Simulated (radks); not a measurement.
S XIII, 4 electrons, occupied as 1s1.5 2s2 3s0.5 (fractional occupations, a model configuration). All-electron calculation, non-relativistic Kohn-Sham, AM05, spin-unpolarised, spherical densities, point nucleus. Program: a radial shooting solver on a logarithmic mesh with Libxc functionals.

Local quantities along the radius. ELF = 1/(1 + alpha^2) is the electron localisation function; alpha = (tau - tau_W)/tau_unif compares the Pauli kinetic energy density with that of the uniform gas; 4 pi r^2 rho is in e/bohr; s = |grad rho|/(2 (3 pi^2)^(1/3) rho^(4/3)) is the reduced gradient; r v_xc is r times the local exchange-correlation potential (hartree bohr).

r (bohr),ELF,alpha,4 pi r^2 rho,s,r v_xc
0.004449,1.000,9.768e-06,0.4699,0.4191,-0.05739
0.005016,1.000,0.00001268,0.5866,0.4218,-0.06408
0.005656,1.000,0.00001652,0.7306,0.4248,-0.07153
0.006377,1.000,0.00002158,0.9076,0.4281,-0.07980
0.00719,1.000,0.00002828,1.124,0.4320,-0.08898
0.008042,1.000,0.00003654,1.368,0.4361,-0.09843
0.009067,1.000,0.00004828,1.683,0.4411,-0.1096
0.01022,1.000,0.00006411,2.062,0.4468,-0.1218
0.01153,1.000,0.00008562,2.513,0.4533,-0.1353
0.013,1.000,0.0001151,3.048,0.4608,-0.1500
0.01465,1.000,0.0001558,3.673,0.4694,-0.1661
0.01639,1.000,0.0002082,4.346,0.4785,-0.1822
0.01848,1.000,0.0002866,5.165,0.4898,-0.2008
0.02083,1.000,0.0003987,6.085,0.5029,-0.2208
0.02349,1.000,0.0005612,7.100,0.5181,-0.2420
0.02649,1.000,0.0008006,8.192,0.5359,-0.2643
0.02963,1.000,0.001131,9.259,0.5552,-0.2860
0.0334,1.000,0.001665,10.41,0.5794,-0.3099
0.03766,1.000,0.002500,11.53,0.6081,-0.3341
0.04246,1.000,0.003839,12.53,0.6424,-0.3582
0.04788,1.000,0.006050,13.35,0.6835,-0.3814
0.05355,1.000,0.009498,13.86,0.7297,-0.4016
0.06038,1.000,0.01591,14.08,0.7897,-0.4208
0.06808,0.999,0.02771,13.88,0.8635,-0.4363
0.07676,0.997,0.05044,13.22,0.9547,-0.4465
0.08654,0.991,0.09653,12.13,1.068,-0.4501
0.0968,0.967,0.1858,10.78,1.196,-0.4462
0.1091,0.865,0.3952,9.094,1.358,-0.4339
0.1231,0.565,0.8779,7.347,1.530,-0.4144
0.1387,0.208,1.954,5.753,1.658,-0.3910
0.1564,0.061,3.934,4.520,1.616,-0.3657
0.1764,0.027,5.955,3.802,1.264,-0.3268
0.1973,0.029,5.739,3.649,0.7492,-0.3006
0.2224,0.078,3.446,3.976,0.3497,-0.4082
0.2508,0.305,1.510,4.624,0.2507,-0.4669
0.2828,0.742,0.5896,5.319,0.3376,-0.5193
0.3188,0.944,0.2440,5.774,0.5008,-0.5747
0.3566,0.979,0.1449,5.793,0.6846,-0.6068
0.4021,0.975,0.1604,5.315,0.9113,-0.6097
0.4533,0.912,0.3105,4.420,1.176,-0.5826
0.5111,0.640,0.7492,3.342,1.475,-0.5354
0.5763,0.223,1.869,2.343,1.753,-0.4830
0.6446,0.063,3.849,1.645,1.858,-0.4407
0.7268,0.030,5.734,1.193,1.669,-0.4074
0.8195,0.039,4.947,0.9638,1.381,-0.4062
0.9239,0.116,2.758,0.8250,1.379,-0.4400
1.042,0.384,1.266,0.6743,1.740,-0.4330
1.165,0.737,0.5971,0.5004,2.365,-0.3931
1.314,0.928,0.2781,0.3104,3.413,-0.3460
1.481,0.981,0.1381,0.1594,5.105,-0.3023
1.67,0.995,0.07336,0.06640,8.001,-0.2611
1.883,0.998,0.04152,0.02195,13.32,-0.2213
2.123,0.999,0.02494,0.005621,23.83,-0.1830
2.375,1.000,0.01632,0.001222,44.27,-0.1499
2.677,1.000,0.01093,0.0001758,94.47,-0.1188

On this mesh the ELF has minima near r = 0.18, 0.73 bohr, which separate the shells, and maxima near 0.36 (0.98).

Self-consistent cycle (total energy in hartree, residual of the potential): 1: -244.336798, 6e+00; 2: -244.425932, 4e+00; 3: -244.507570, 2e-02; 4: -244.507577, 3e-03; 5: -244.507577, 1e-04; 6: -244.507577, 1e-06; 7: -244.507577, 5e-07; 8: -244.507577, 3e-07; 9: -244.507577, 1e-07; 10: -244.507577, 7e-08; 11: -244.507577, 3e-08; 12: -244.507577, 8e-10.
